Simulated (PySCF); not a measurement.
C₄H₅, SMILES [CH2]C#CC, multiplicity 2.

Geometry optimised at ωB97X-D3(BJ)/def2-SVP.

These are PySCF with TDA-B3LYP/def2-SVPD values and carry that method's errors.

Vertical excitations. Gas-phase values at a fixed geometry.

### Question
Estimate the UV-visible absorptions. (An estimate is asked for; the answer gives what the named calculation found.)

### Answer

```json
[
 {"state": "root 1", "energy (eV)": "3.10", "λ (nm)": "400", "f": "0.000", "main pairs": "β HOMO→LUMO 99 %"},
 {"state": "root 2", "energy (eV)": "4.33", "λ (nm)": "286", "f": "0.044", "main pairs": "α HOMO→LUMO+3 11 %, β HOMO−1→LUMO 83 %"},
 {"state": "root 3", "energy (eV)": "4.81", "λ (nm)": "258", "f": "0.000", "main pairs": "α HOMO→LUMO+1 97 %"},
 {"state": "root 4", "energy (eV)": "5.02", "λ (nm)": "247", "f": "0.001", "main pairs": "α HOMO→LUMO 94 %"},
 {"state": "root 5", "energy (eV)": "5.44", "λ (nm)": "228", "f": "0.002", "main pairs": "α HOMO−1→LUMO+1 42 %, β HOMO→LUMO+2 51 %"},
 {"state": "root 6", "energy (eV)": "5.56", "λ (nm)": "223", "f": "0.004", "main pairs": "α HOMO→LUMO+2 94 %"},
 {"state": "root 7", "energy (eV)": "6.26", "λ (nm)": "198", "f": "0.091", "main pairs": "α HOMO→LUMO+3 67 %, α HOMO−1→LUMO+1 16 %, β HOMO→LUMO+2 8 %"},
 {"state": "root 8", "energy (eV)": "6.56", "λ (nm)": "189", "f": "0.000", "main pairs": "α HOMO−1→LUMO 30 %, β HOMO→LUMO+1 68 %"},
 {"state": "root 9", "energy (eV)": "6.69", "λ (nm)": "185", "f": "0.003", "main pairs": "α HOMO−1→LUMO 69 %, β HOMO→LUMO+1 30 %"},
 {"state": "root 10", "energy (eV)": "6.82", "λ (nm)": "182", "f": "0.010", "main pairs": "α HOMO→LUMO+4 98 %"}
]
```
Unrestricted roots are not spin-pure.
